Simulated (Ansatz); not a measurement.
# Nudged elastic band run: C2H7FGeSe

Input:

```yaml
crystal:
  periodic: [false, false, false]
  atoms:
    - { symbol: C, position_ang: [-0.943969, -1.167514, 0.623039] }
    - { symbol: C, position_ang: [0.265622, -0.277861, 0.807601] }
    - { symbol: F, position_ang: [-0.085994, 0.801707, 1.592387] }
    - { symbol: Ge, position_ang: [1.063253, 0.463944, -0.852047] }
    - { symbol: Se, position_ang: [-0.523303, 1.78067, -2.019441] }
    - { symbol: H, position_ang: [-1.332329, -1.472462, 1.596247] }
    - { symbol: H, position_ang: [-0.674712, -2.065701, 0.064186] }
    - { symbol: H, position_ang: [-1.735576, -0.647902, 0.083493] }
    - { symbol: H, position_ang: [1.046014, -0.817709, 1.348512] }
    - { symbol: H, position_ang: [2.284088, 1.30928, -0.481988] }
    - { symbol: H, position_ang: [1.454507, -0.660005, -1.817594] }
    - { symbol: H, position_ang: [-0.740503, 2.698353, -0.910297] }
basis:
  gaussian: { orbitals: def2-SVP }
hamiltonian:
  xc: hf
neb:
  order_check: false
  images: 9
  f_tol: 0.05
  max_iterations: 38
  initial_path: idpp
  final_atoms:
    - { symbol: C, position_ang: [-0.95454244, -1.17877392, 0.68077986] }
    - { symbol: C, position_ang: [0.30782355, -0.37725314, 0.91113964] }
    - { symbol: F, position_ang: [0.08610933, 0.52772112, 1.9276793] }
    - { symbol: Ge, position_ang: [0.97883474, 0.66222489, -0.63976551] }
    - { symbol: Se, position_ang: [-0.67151687, 2.27049178, -1.22203048] }
    - { symbol: H, position_ang: [-1.26031084, -1.66240273, 1.61007207] }
    - { symbol: H, position_ang: [-0.78257948, -1.95274176, -0.06945914] }
    - { symbol: H, position_ang: [-1.77087886, -0.5420898, 0.34016995] }
    - { symbol: H, position_ang: [1.11020572, -1.03780284, 1.24713284] }
    - { symbol: H, position_ang: [2.28495718, 1.35565955, -0.24622664] }
    - { symbol: H, position_ang: [1.20784032, -0.25089985, -1.85020944] }
    - { symbol: H, position_ang: [-0.45884435, 2.13066671, -2.65518444] }
```

Command:

```bash
$ ansatz run input.yaml --threads 2 --pin off --max-ram 3072MiB --backend cpu --events-out ev --progress --plain --runs-dir out
```

Output, in part (warnings, iteration lines, the closing report on the highest movable image, with atoms numbered from 0):

```
NEB end point (image 0): max|allowed force component| = 1.092e-2 eV/Å (the criterion of neb.relax_end_points is 1.000e-2)
NEB end point (image 10): max|allowed force component| = 1.370e-2 eV/Å (the criterion of neb.relax_end_points is 1.000e-2)
NEB iter   1: max|band force component| = 6.656e-1 eV/Å  barrier→ = 0.1934 eV  barrier← = 0.1434 eV  Δτ_max = 0.2000 Å  (373 SCF iters)
NEB iter   2: max|band force component| = 4.752e-1 eV/Å  barrier→ = 0.1307 eV  barrier← = 0.0806 eV  CI = image 5  Δτ_max = 0.2000 Å  (304 SCF iters)
NEB iter   3: max|band force component| = 3.180e-1 eV/Å  barrier→ = 0.0904 eV  barrier← = 0.0404 eV  CI = image 5  Δτ_max = 0.1133 Å  (304 SCF iters)
NEB iter   4: max|band force component| = 6.653e-2 eV/Å  barrier→ = 0.0770 eV  barrier← = 0.0270 eV  CI = image 5  Δτ_max = 0.0190 Å  (306 SCF iters)
NEB iter   5: max|band force component| = 5.725e-2 eV/Å  barrier→ = 0.0755 eV  barrier← = 0.0255 eV  CI = image 5  Δτ_max = 0.0496 Å  (288 SCF iters)
NEB iter   6: max|band force component| = 2.701e-2 eV/Å  barrier→ = 0.0733 eV  barrier← = 0.0233 eV  CI = image 5  Δτ_max = 0.0000 Å  (619 SCF iters)
Total energy: -126635.66063504 eV, -4653.7746916041 hartree
Atom 0 at    -0.923760    -1.361813     0.508983 Å, force     0.009460     0.023760     0.009249 eV/Å
Atom 1 at     0.201279    -0.416870     0.878628 Å, force    -0.009021    -0.019616    -0.027002 eV/Å
Atom 2 at    -0.233899     0.438142     1.862166 Å, force     0.003851     0.006364     0.005230 eV/Å
Atom 3 at     0.928365     0.674146    -0.610249 Å, force    -0.001898    -0.016056    -0.009560 eV/Å
Atom 4 at    -0.831559     1.931060    -1.593737 Å, force     0.003343     0.020599    -0.004418 eV/Å
Atom 5 at    -1.268731    -1.891796     1.398040 Å, force    -0.007788    -0.005915     0.002068 eV/Å
Atom 6 at    -0.580590    -2.098492    -0.219349 Å, force    -0.005011    -0.002051    -0.005866 eV/Å
Atom 7 at    -1.773896    -0.823903     0.086427 Å, force     0.009921     0.002707     0.011570 eV/Å
Atom 8 at     1.034175    -0.986305     1.298139 Å, force    -0.005832    -0.004750     0.005156 eV/Å
Atom 9 at     1.985845     1.646944    -0.089410 Å, force     0.000703     0.017537     0.008634 eV/Å
Atom 10 at     1.544326    -0.270342    -1.651256 Å, force     0.016197    -0.000241    -0.000124 eV/Å
Atom 11 at    -0.004456     3.104027    -1.834285 Å, force    -0.013926    -0.022338     0.005062 eV/Å
Dipole moment:     0.336188    -0.322025    -0.117346 e Å
```

It converged. A vibrational analysis at the climbing image gives one clearly imaginary mode, 101i cm⁻¹: a first-order saddle point.

Final band (atoms are numbered from 1 in the order of the input):

```csv
image,path coordinate (Å),energy (kJ/mol),dihedral H10–Ge4–Se5–H12 (°)
0,0.00,0.0,-62
1,0.35,0.6,-48
2,0.71,2.2,-33
3,1.06,4.4,-15
4,1.42,6.3,3
5,1.77,7.1,23
6,2.06,6.7,38
7,2.36,6.0,54
8,2.65,5.3,69
9,2.94,4.9,84
10,3.24,4.8,99
```

Time of the run: 3.8 min on 2 threads of Arm Neoverse V1 (shared host), peak memory 0.46 GiB.
